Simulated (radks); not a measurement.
Effect of the nuclear size on the technetium ion Tc2+, [Kr] 4d5. Method: Dirac Kohn-Sham, relativistic LDA (MacDonald-Vosko exchange, VWN5 correlation), spin-unpolarised, spherical densities, finite nucleus; open shells are shared between the two j in proportion to 2j + 1; Fermi nuclear charge, rms radius 4.4112 fm; computed with a radial shooting solver on a logarithmic mesh with Libxc functionals. The rms radius is varied about that value; shifts are against it.

rms radius (fm),total energy shift (eV),density at nucleus (e/bohr^3),1s1/2 shift (meV),2s1/2 shift (meV),4s1/2 shift (meV),5s1/2 (empty) shift (meV)
3.8466,-0.398,1.006e+05,-167,-18.1,-0.569,-0.081
4.0054,-0.291,1.002e+05,-122,-13.2,-0.416,-0.059
4.4112,0,9.907e+04,0.000,0.000,0.000,0.000
4.7862,0.291,9.816e+04,122,13.2,0.416,0.059
5.0817,0.535,9.75e+04,225,24.3,0.765,0.109

Slopes of the eigenvalues against <r^2> in GHz/fm^2, as finite differences over the two radii next to the reference (eigenvalue slopes, not the field-shift constants of lines): 1s1/2 8620, 2s1/2 932, 4s1/2 29.3, 5s1/2 (empty) 4.17.
